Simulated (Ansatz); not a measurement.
Relaxation of C2H8AlN (12 atoms, charge 0, multiplicity 1), to a largest force component of 0.03 eV/Å in at most 50 steps.

Method: UKS B3LYP-D4/6-31G* (Ansatz 0.2.0).

```xyz
12
Properties=species:S:1:pos:R:3:forces:R:3
Al -0.065 -0.186 -0.146 0.02 0.02 -0.04
C 0.407 1.010 1.341 0.06 0.90 -0.20
N -0.020 -1.717 0.737 0.02 0.02 0.08
H 0.227 -1.363 1.661 -0.08 -1.02 0.08
C -0.436 0.218 -2.028 -0.01 0.10 0.02
H -0.405 1.695 1.622 -0.01 0.00 0.00
H 1.272 1.657 1.130 -0.01 -0.01 0.00
H 0.660 0.436 2.237 0.02 0.01 0.06
H -0.127 -2.719 0.688 -0.01 0.05 -0.01
H -0.882 1.218 -2.107 0.00 -0.01 -0.05
H -1.119 -0.487 -2.515 0.00 -0.05 0.04
H 0.489 0.237 -2.620 0.00 -0.01 0.00
```

Q: Where does it end, and by what steps?

A: The run converged. The force dipped under the threshold on the way, but the program's further checks kept it going. After 12 steps the energy has fallen by 0.419 eV; H4 moved furthest, 0.78 Å.

```tsv
step	energy less start (eV)	largest force component (eV/Å)	accepted
0	0.0000	1.019	yes
1	-0.1966	0.737	yes
2	-0.3068	0.463	yes
3	-0.3828	0.750	yes
4	-0.4012	0.709	yes
5	-0.4166	0.042	yes
6	-0.4174	0.009	yes
7	-0.4168	0.181	no
8	-0.4180	0.024	yes
9	-0.4176	0.153	no
10	-0.4185	0.019	yes
11	-0.4184	0.064	no
12	-0.4188	0.015	yes
```

```xyz
12
Properties=species:S:1:pos:R:3
Al -0.011 -0.166 0.062
C 0.474 1.260 1.327
N -0.096 -1.844 0.670
H 0.103 -2.129 1.622
C -0.405 0.154 -1.838
H -0.351 1.972 1.458
H 1.331 1.843 0.966
H 0.734 0.877 2.321
H -0.342 -2.653 0.112
H -1.091 1.000 -1.973
H -0.855 -0.717 -2.331
H 0.509 0.404 -2.395
```

Whether the end is a true minimum wasn't checked by a vibrational analysis.

The run took 78 s on 2 threads of AMD EPYC 7571, on a shared host, peak memory 0.24 GiB.
